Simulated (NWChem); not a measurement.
## Basis-set dependence for Ge (-1)

```
Ge
```
Charge -1, spin multiplicity 4.

All runs are NWChem calculations.

Hartree-Fock energies in Ha, correlation energies in mHa.

The Hamiltonian is non-relativistic. The correlated methods keep 9 core orbitals frozen. The stability of the SCF solutions was not checked. Open-shell Hartree-Fock references start from PBE0 orbitals. No row is a measurement; the coupled-cluster row has its own basis-set and correlation limits.

| basis | functions | UHF | UMP2 | SCS-UMP2 | CCSD on ROHF | CCSD[T] on ROHF | CCSD(T) on ROHF | CCSD on UHF | CCSD[T] on UHF | CCSD(T) on UHF |
|---|---|---|---|---|---|---|---|---|---|---|
| def2-SVPD | 38 | -2075.07681 | -188.0 | -169.1 | -192.1 | -198.3 | -197.6 | -190.9 | -196.9 | -196.2 |
| def2-TZVPD | 54 | -2075.34080 | -200.9 | -181.4 | -206.7 | -215.5 | -214.7 | -205.4 | -213.8 | -213.1 |

From def2-SVPD to def2-TZVPD the Hartree-Fock energy moves by -264.0 mHa and the UMP2 correlation energy by -13.0 mHa, which is 6 % of its value in the larger set.
